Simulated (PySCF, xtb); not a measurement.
Cd(Et) (C2H5Cd), SMILES [Cd+][CH2]C, charge +1.

xtb 6.7.1 with GFN2-xTB at its own geometry gives an orbital gap of 3.07 eV.

Geometry optimised at B3LYP-D3(BJ)/def2-TZVP. The spin state was assumed, not searched. The isomer is the one that the SMILES or the coordinates give; other isomers of the formula were not compared. The def2 effective core potentials stand for the cores of Cd; spin–orbit coupling is left out.

Question: What does HF/def2-TZVPD run with PySCF give? (Estimate from the structure and the level; the computed values follow.)

Answer: gap 8.64 eV (levels -14.12 and -5.48 eV).
